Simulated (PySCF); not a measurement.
How methods differ on the ionisation energy of Xe²⁺

Xe²⁺ [Kr] 4d10 5s2 5p4 [5p1/2^2 5p3/2^2, M_J = 2] → Xe³⁺ [Kr] 4d10 5s2 5p3 [5p1/2^2 5p3/2^1, M_J = 3/2], as a difference of total energies. Calculation: PySCF 2.14, in x2c-SVPall-2c (6s8p4d, 50 functions); the two-component X2C-1e Hamiltonian. Correlated levels: [Ar] 3d10 frozen; the 6 highest virtual spinors dropped. "Screened" scales the spin-orbit matrix elements by Boettger's factors to mimic the two-electron term; Breit and QED terms are absent.

```csv
method,ionisation energy (eV)
GHF (spin-free),29.301
GMP2 (spin-free),29.760
GHF (screened spin-orbit),29.749
GMP2 (screened spin-orbit),30.166
```

The spin-free rows relax to the high-spin LS determinant and lack the spin-orbit shift.

Errors of the correlated levels include the incompleteness of this basis and the frozen core.

The labels give the starting determinants; with spin-orbit coupling the two ends relaxed to ⟨J²⟩ = 6.01, ⟨L²⟩ = 2.44, ⟨S²⟩ = 1.82 and ⟨J²⟩ = 3.76, ⟨L²⟩ = 0.22, ⟨S²⟩ = 3.51.

Task: Which method comes closest to the reference value, and which is furthest?

Result: The reference is 31.05 ± 0.04 eV (semi-empirical (NIST evaluation); NIST Atomic Spectra Database, ionization energies). Closest: GMP2 (screened spin-orbit) (error -0.884 eV); furthest: GHF (spin-free) (error -1.749 eV).
